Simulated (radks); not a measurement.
The numbers below are computed, except where a source is named.
Effect of the nuclear size on the erbium ion Er+, [Xe] 4f12 6s1. Code: a radial shooting solver on a logarithmic mesh with Libxc functionals. Model: Dirac Kohn-Sham, exchange-only LDA, spin-unpolarised, spherical densities, finite nucleus; open shells fill j = l - 1/2 first; Fermi nuclear charge, rms radius 5.2516 fm. The rms radius is varied about that value; shifts are against it.

rms radius (fm),total energy shift (eV),density at nucleus (e/bohr^3),1s1/2 shift (meV),2s1/2 shift (meV),5s1/2 shift (meV),5p1/2 shift (meV),6s1/2 shift (meV),4f7/2 shift (meV),6p1/2 (empty) shift (meV)
4.3483,-10.1,9.18e+05,-4160,-555,-4.41,0.248,-0.349,0.570,0.091
5.0783,-2.05,8.777e+05,-840,-112,-0.892,0.050,-0.070,0.115,0.018
5.2516,0,8.692e+05,0.000,0.000,0.000,0.000,0.000,0.000,0.000
5.5562,3.72,8.552e+05,1530,204,1.62,-0.091,0.128,-0.209,-0.033
6.1969,12.0,8.285e+05,4930,658,5.24,-0.294,0.414,-0.676,-0.108

Slopes of the eigenvalues against <r^2> in GHz/fm^2, as finite differences over the two radii next to the reference (eigenvalue slopes, not the field-shift constants of lines): 1s1/2 113000, 2s1/2 15000, 5s1/2 120, 5p1/2 -6.71, 6s1/2 9.44, 4f7/2 -15.4, 6p1/2 (empty) -2.46.
